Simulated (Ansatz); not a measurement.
C₂H₃FSi (`FC#C[SiH3]`). Charge 0, multiplicity 1.

Cartesian coordinates in Å:
```
F -1.1845 2.4672 1.6478
C -0.7151 1.4888 0.9943
C -0.2702 0.5597 0.3728
Si 0.4047 -0.8428 -0.5628
H -0.7081 -1.6138 -1.1692
H 1.2982 -0.3379 -1.6340
H 1.1751 -1.7212 0.3511
```

**Question.** What are the harmonic wavenumbers in cm⁻¹ at PBE0-D4/def2-TZVP (Ansatz, finite differences of forces, unscaled)? (Best estimate.)

**Answer.** Ansatz gave: 146, 147, 439, 439, 524, 680, 680, 931, 944, 944, 1235, 2242, 2244, 2244, 2377.

**Question.** Is this a minimum?

**Answer.** Yes, all 15 modes are real.

**Question.** Give the ideal-gas thermochemistry at 298.15 K and 1 bar (rigid rotor, harmonic oscillator; point group C3v, symmetry number 3).

**Answer.** Zero-point energy 97.0 kJ/mol; H(298) − E = 113.3 kJ/mol; entropy 291.7 J/(mol·K), of which translation 162.6, rotation 92.5, vibration 36.6; G(298) − E = 26.4 kJ/mol.

**Question.** And at 400, 500, 600, 800 and 1000 K?

**Answer.** 
| T (K) | H − E (kJ/mol) | S (J/mol/K) | G − E (kJ/mol) |
| --- | --- | --- | --- |
| 400 | 122.1 | 317.0 | -4.7 |
| 500 | 131.9 | 338.8 | -37.5 |
| 600 | 142.6 | 358.2 | -72.4 |
| 800 | 166.0 | 391.9 | -147.5 |
| 1000 | 191.5 | 420.3 | -228.8 |
